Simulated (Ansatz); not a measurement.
Consider the formal exchange of groups at a Ge–H bond: `[OH][GeH3]` + `CO[SiH](C)O` → `C[SiH](O)[O][GeH2][OH]` + CH₄.

Calculated with Ansatz (gas phase, PBE0-D4/def2-TZVP geometries, no zero-point term in ΔE). CCSD(T)/CBS is the MP2 limit (def2-TZVPP, def2-QZVPP) plus CCSD(T) − MP2 in def2-TZVPP, frozen cores. This one scheme is used for every species. DFT in def2-TZVPP. B3LYP here is the variant with VWN-RPA as its local correlation; programs differ in this. For Ge outer-core shells are correlated without core-valence functions, which leaves a few kJ/mol of doubt a bond. Scalar relativity is left out up to krypton. Each species was taken in one conformer, which may not be the lowest.

```json
{"level": "PBE-D4", "ΔE (kcal/mol)": "-38.7"}
{"level": "B3LYP-D4", "ΔE (kcal/mol)": "-40.2"}
{"level": "PBE", "ΔE (kcal/mol)": "-37.3"}
{"level": "PBE0", "ΔE (kcal/mol)": "-38.1"}
{"level": "HF/def2-TZVPP", "ΔE (kcal/mol)": "-39.0"}
{"level": "MP2/def2-TZVPP", "ΔE (kcal/mol)": "-43.5"}
{"level": "CCSD/def2-TZVPP", "ΔE (kcal/mol)": "-41.0"}
{"level": "CCSD/CBS(def2)", "ΔE (kcal/mol)": "-40.9"}
```

**Question.** What does CCSD(T)/CBS give? (An estimate is asked.)

**Answer.** Computed: -41.4 kcal/mol. The listed levels differ from it by 2.7, 1.2, 4.1, 3.3, 2.4, -2.1, 0.4, 0.5 kcal/mol.

Largest T1 diagnostic among the species: 0.012.

The D4 term adds −2.2 kcal/mol with B3LYP and −1.3 kcal/mol with PBE0; it sums over pairs of atoms, weighted by their polarisabilities, and B3LYP, whose exchange is more repulsive, gets the larger term. From PBE to PBE0 (25 % exact exchange), in def2-TZVPP and without D4, ΔE moves by −0.8 kcal/mol.
